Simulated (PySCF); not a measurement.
Bonds: C1-C2 1.498 Å, C2-N3 1.256 Å, C2-C4 1.516 Å, C4-C5 1.519 Å, C5-Cl6 1.779 Å, C5-Cl7 1.785 Å, C5-Cl8 1.778 Å. C1 carries H9, H10, H11; N3 carries H12; C4 carries H13, H14.

[PySCF 2.14.0 with density-fitted response routines: GFN2-xTB geometry; PBE0/pcSseg-1 with gauge-including orbitals; non-relativistic; one conformer; one averaged value for each set of equivalent atoms; no solvent]

Shifts are taken against calculated references (same method and geometry level): ¹³C (σ = 186.93 ppm) and ¹H (σ = 31.72 ppm) against TMS; ¹⁵N (σ = 267.73 ppm) vs NH3; ³⁵Cl (σ = 949.78 ppm) against HCl.

| atoms | nucleus | count | δ (ppm) |
| --- | --- | --- | --- |
| H13/H14 | ¹H | 2 | 3.63 |
| H12 | ¹H | 1 | 10.96 |
| C5 | ¹³C | 1 | ? |
| Cl6/Cl7/Cl8 | ³⁵Cl | 3 | 488 |
| H9/H10/H11 | ¹H | 3 | ? |
| C2 | ¹³C | 1 | 177.0 |
| C1 | ¹³C | 1 | ? |
| C4 | ¹³C | 1 | 70.8 |
| N3 | ¹⁵N | 1 | 370.2 |

Task: Fill in the missing shifts.

Result: 
- C5: 122.2 ppm, carbon bonded to C, 3 Cl
- C1: 31.4 ppm, carbon bonded to C, 3 H
- H9/H10/H11: 2.22 ppm, hydrogen on a carbon bonded to C

Exchangeable OH/NH protons stand at their gas-phase positions; hydrogen bonding in a real sample shifts them, mostly to higher δ. Carbons that carry Cl, above all several Cl atoms, come out too deshielded, partly because spin–orbit coupling is missing. Shifts are as computed. Against solution values, carbons near 30 ppm lie about +3 ppm off and those near 130 ppm about +5 ppm; carbons on Cl a further +6 ppm. Of 1211 compounds with measured shifts, 218 miss one by over three times the rms of a fit or turn the order of signals round; such compounds aren't used in these exercises. Experimental scales use liquid or dissolved standards, which lie at an offset from isolated NH3 (liquid NH3: subtract about 20 ppm). Unscaled 15N shifts of sp2 nitrogen come out 20 to 40 ppm too high even then.
